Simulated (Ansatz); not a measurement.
Saddle point of SiNH₃Cl₂O, closed shell (SiNH₃Cl₂O ([NH2][Si]([OH])([Cl])[Cl]) → SiCl₂O ([O][Si]([Cl])[Cl]) + NH₃ (still joined by a long Si–N bond); bonds formed: N2–H4; bonds broken: O3–H4; bonds weakened to dative contacts: Si1–N2), PBE0-D4/def2-TZVP structure:

```
8
angstrom
Si -0.8050 0.1593 0.1211
N 0.9846 -0.1755 -0.1295
O -1.0913 -0.9415 -0.9546
H 0.2901 -0.8941 -0.8523
Cl -1.1718 2.1198 -0.2791
Cl -1.2678 -0.1574 2.0766
H 1.5063 -0.6339 0.6073
H 1.5551 0.5231 -0.5896
```

Energies are electronic, without zero-point energy. Barriers and step energies count from the start structure reached by relaxing down the imaginary mode; all methods use the PBE0-D4 structures, on which another method's saddle can fall below an end. Program: Ansatz 0.2.0. Basis: def2-TZVPP, with def2-QZVPP for the basis limit. Cores are frozen in the correlated methods. B3LYP uses VWN-RPA correlation. Extrapolation: Hartree–Fock as exp(−7.88 √X), correlation as X^−2.97.

```
      method  barrier (eV)  step energy (eV)
       SPW92         1.381             1.066
      PBE-D4         1.505             0.984
     BLYP-D4         1.624             0.972
   r2SCAN-D4         1.680             1.102
      B97M-V         1.829             1.133
     PBE0-D4         1.727             1.148
    B3LYP-D4         1.791             1.115
  r2SCAN0-D4         1.831             1.217
    BHLYP-D4         2.038             1.282
CAM-B3LYP-D4         1.843             1.195
     wB97X-V         1.836             1.187
     wB97M-V             ?             1.179
      B2PLYP         1.783             1.110
    PBE-QIDH         1.822             1.194
  RPA on PBE             ?             1.093
          HF         2.413             1.444
         MP2             ?             1.104
        CCSD         1.940             1.210
     CCSD(T)         1.827             1.146
```

Task: Fill in the withheld barriers. (To be estimated.)

Result: Computed: RPA on PBE 1.776; MP2 1.756; wB97M-V 1.820 eV. Each is the energy of the saddle less that of the start structure, by the same method.

For comparison, the barrier by CCSD(T) at an estimated basis limit (MP2 extrapolated from triple and quadruple zeta, plus CCSD(T) − MP2 in triple zeta) is 1.841 eV.

No T1 diagnostic of these runs exceeds 0.013.

Labels in which every atom is bracketed show which atoms are joined, not bond orders.

For scale, one of the runs: CCSD(T)/def2-TZVPP, 230 basis functions, launched by `ansatz run in.yaml --threads 4 --pin off --events-out ev --progress --plain --max-ram 9574MiB`. Time: 79 s of wall clock on 4 CPU threads of a Oxide Virtual Turin-like; the host was shared. Peak host memory: 3.7 GiB.
